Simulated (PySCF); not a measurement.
Below is a simulated gas-phase Si 2p photoelectron spectrum of `[SiH3][O][GeH]([GeH3])[GeH3]`.

Every computed line was given a Gaussian of 0.8 eV full width at half maximum and an area set by the number of equivalent atoms (split 2:1 within a doublet); the highest printed point is 100. Computed, not measured: delta-SCF UKS SCAN, pcX-2 on the ionised atom, pcseg-1 elsewhere, spin-free X2C (PySCF 2.14.0).

(binding energy (eV), intensity): (106.0, 0), (106.1, 1), (106.2, 2), (106.3, 4), (106.4, 7), (106.5, 13), (106.6, 23), (106.7, 36), (106.8, 52), (106.9, 68), (107.0, 84), (107.1, 95), (107.2, 100), (107.3, 100), (107.4, 94), (107.5, 87), (107.6, 78), (107.7, 70), (107.8, 61), (107.9, 51), (108.0, 42), (108.1, 32), (108.2, 23), (108.3, 15), (108.4, 9), (108.5, 5), (108.6, 3), (108.7, 1), (108.8, 1), (108.9, 0)

Problem. Count the maxima, the lines and the sites behind this envelope.

Solution. The curve has 1 maximum (at 107.2 eV). Under it lie 2 lines from 1 inequivalent silicon site, drawn as a 2p3/2, 2p1/2 pair. At this width some lines have no maximum of their own.

Problem. Decompose the envelope and assign each component. Numbering: `[SiH3:1][O:2][GeH:3]([GeH3:4])[GeH3:5]`.

Solution. 
```tsv
position (eV)	relative area	line	atoms	environment
107.16	0.67	Si 2p3/2	Si1	oxygen-bound silicon
107.79	0.33	Si 2p1/2	Si1	oxygen-bound silicon
```

Shake-up satellites, vibrational structure and lifetime widths aren't simulated. Spin–orbit and ligand-field terms were added within each 2p shell after the spin-free SCF. 2p1/2 minus 2p3/2 (ligand field included): Si 0.62 eV. Isolated species at its PBE0-D3(BJ)/def2-SVP geometry (one conformer only).

Shape of the structure used: `[SiH3:1][O:2][GeH:3]([GeH3:4])[GeH3:5]`: Si1–O2–Ge3–Ge4 58°.
